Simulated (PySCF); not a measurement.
Compound: SnCl4.
Geometry (PBE0-D3(BJ)/def2-SVP, Å), atoms numbered from 1 in this order:
```xyz
5
SnCl4 angstrom
Sn     0.016   -0.018   -0.003
Cl    -0.156   -0.122    2.304
Cl     2.246   -0.001   -0.623
Cl    -1.016    1.895   -0.802
Cl    -1.015   -1.864   -0.938
```

The calculation used PySCF, PBE0-D3(BJ)/def2-SVP geometry optimisation, gas phase, def2 core potentials past Kr.

(1) Which atoms are bound to Sn1, and at what distances?

(2) List the angles at Sn1.

(3) What is the shape at Sn1?

Answers

(1) 4 atoms: Cl5 2.312 Å, Cl3 2.314 Å, Cl4 2.315 Å, Cl2 2.316 Å.

(2) 
```tsv
angle	degrees	distance of the outer atoms (Å)
Cl2–Sn1–Cl4	110.4	3.80
Cl2–Sn1–Cl3	109.8	3.79
Cl2–Sn1–Cl5	109.5	3.78
Cl3–Sn1–Cl4	109.3	3.78
Cl3–Sn1–Cl5	109.1	3.77
Cl4–Sn1–Cl5	108.8	3.76
```

(3) Tetrahedral: angles from 108.8° to 110.4°; τ4 = (360° − α − β)/141° = 0.99 with α and β the two widest (0 for a square, 1 for a tetrahedron). Differences among atoms that Td makes equivalent are scatter left by the optimiser.

Point group: Td (every atom within 0.08 Å of its image). Charge 0, singlet. Not checked by PBE0-D3(BJ)/def2-SVP frequencies.
